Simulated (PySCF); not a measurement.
**Ionisation energy of Ca by level of theory**

Ca [Ar] 4s2 → Ca+ [Ar] 4s1 [4s1/2^1, M_J = 1/2], as a difference of total energies. Computed with PySCF 2.14 in x2c-SVPall-2c (5s5p2d, 30 functions), with the two-component X2C-1e Hamiltonian. Correlated levels: [Ne] frozen; the 6 highest virtual spinors dropped. "Screened" scales the spin-orbit matrix elements by Boettger's factors to mimic the two-electron term; Breit and QED terms are absent.

```tsv
method	ionisation energy (eV)	error (eV)
GHF (screened spin-orbit)	5.150	-0.963
GMP2 (screened spin-orbit)	5.821	-0.292
```

Reference: 6.113 eV (measured; NIST Atomic Spectra Database, ionization energies).

Errors of the correlated levels include the incompleteness of this basis and the frozen core.

MP2 underrates the near-degeneracy of ns² with np² in the lower species.
